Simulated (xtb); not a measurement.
GeF₂, SMILES [F][Ge][F] (connectivity only; charge and spin as stated), neutral, multiplicity 1. All values are semi-empirical tight-binding results from xtb (GFN2-xTB unless named), good for trends rather than for accurate numbers. Geometry optimised at GFN2-xTB. The isomer is the one that the SMILES or the coordinates give; other isomers of the formula were not compared.

Optimised geometry:

Bond lengths (Å): Ge1–F2 1.799, Ge1–F3 1.799. Angles (°): F2–Ge1–F3 94.5.

For metal compounds this method's bond lengths and energies can be far off.

```
Item                                           Result
-------------------------------------  --------------
point group as xtb finds it                       C2v
orbital gap                                   4.97 eV
zero-point energy                        1.5 kcal/mol
G − E(el) at 298.15 K (modified RRHO)  -15.2 kcal/mol
```

Q: Give the atomic charges and the Wiberg bond orders between heavy atoms. (An estimate is asked for; the answer gives what the named calculation found.)

A: charges (e) Ge1 0.55, F2 -0.27, F3 -0.27. Bond orders Ge1–F2 1.23, Ge1–F3 1.23.
